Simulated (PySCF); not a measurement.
PySCF input for GeH2OS, SMILES [OH][Ge][SH] (connectivity only; charge and spin as stated), neutral, multiplicity 1, PBE0/pcSseg-2. Geometry optimised at B3LYP-D3(BJ)/def2-TZVP. Other conformers were not sampled.

```python
import numpy as np
from pyscf import gto, scf, dft
from pyscf.prop.nmr import rks as nmr

mol = gto.M(
    atom='''
    Ge    0.46561210    0.51936089   -0.00000000
    O    -1.12417930    1.35479181    0.00000000
    H    -1.91998523    0.81027517   -0.00000000
    S    -0.30683282   -1.63099084   -0.00000000
    H     0.92315761   -2.17230478    0.00000000
    ''',
    basis='pcSseg-2',
    charge=0,
    spin=0,
    max_memory=1600,
    verbose=3,
)
mf = dft.RKS(mol, xc='pbe0').density_fit(auxbasis='def2-universal-jkfit')
mf.grids.level = 3
mf.conv_tol = 1e-10
mf.max_cycle = 100
mf.kernel()
n = nmr.NMR(mf)
n.verbose = 2
n.max_cycle_cphf = 60
sigma = n.kernel()
print('atom   isotropic/ppm   span/ppm')
for i, s in enumerate(sigma):
    w = np.linalg.eigvalsh((s + s.T) / 2)
    print(f'{mol.atom_symbol(i):2s}{i + 1:3d} {w.mean():14.3f} {w[2] - w[0]:11.3f}')
```

Output:

```
converged SCF energy = -2551.28994829298
atom   isotropic/ppm   span/ppm
Ge  1        830.569    1204.634
O   2        100.102     426.420
H   3         25.092      13.012
S   4        337.330     927.789
H   5         27.517       8.574
```

Self-consistency was reached.
